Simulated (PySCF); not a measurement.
Isomers of C2H14OSi4, one GFN2-xTB conformer each. Single-point energies are computed at PBE0/pcSseg-1 (PySCF, gas phase, no added dispersion term), electronic only.

Question: Rank them by PBE0/pcSseg-1 energy, lowest first (kcal/mol).
A. `[CH3:1][O:2][CH2:3][Si@@H:4]([SiH3:5])[SiH2:6][SiH3:7]` with C1–O2–C3–Si4 175°, O2–C3–Si4–Si5 -78°, C3–Si4–Si6–Si7 -11°
B. `[CH3:1][CH2:2][O:3][Si@@H:4]([SiH3:5])[SiH2:6][SiH3:7]` with C1–C2–O3–Si4 -175°, C2–O3–Si4–Si5 53°, O3–Si4–Si6–Si7 10°
C. `[CH3:1][O:2][SiH2:3][C@H:4]([SiH3:5])[SiH2:6][SiH3:7]` with C1–O2–Si3–C4 177°, O2–Si3–C4–Si5 174°, Si3–C4–Si6–Si7 -59°

Answer: C (0.0), B (9.4), A (34.0).

As drawn, the lowest has an Si–O bond, which the highest lacks. GFN2-xTB itself gives, in the same order: 0.0, 4.8, 46.7. Both levels put the same isomer lowest; measured from each level's own lowest isomer, the values differ by up to 12.7 kcal/mol (COC[Si@@H]([SiH3])[SiH2][SiH3]: 46.7 against 34.0).

Question: Which frontier levels, dipoles and rotational constants go with these structures?

Answer: 
| SMILES | HOMO (eV, PBE0/pcSseg-1) | LUMO (eV) | dipole (D) | A, B, C (MHz) |
| --- | --- | --- | --- | --- |
| CO[SiH2][C@H]([SiH3])[SiH2][SiH3] | -8.10 | -0.17 | 1.73 | 1372, 876.1, 563.3 |
| CCO[Si@@H]([SiH3])[SiH2][SiH3] | -7.70 | -1.15 | 1.21 | 1193, 751.7, 497.6 |
| COC[Si@@H]([SiH3])[SiH2][SiH3] | -7.72 | -0.68 | 1.99 | 1368, 793.6, 584.4 |
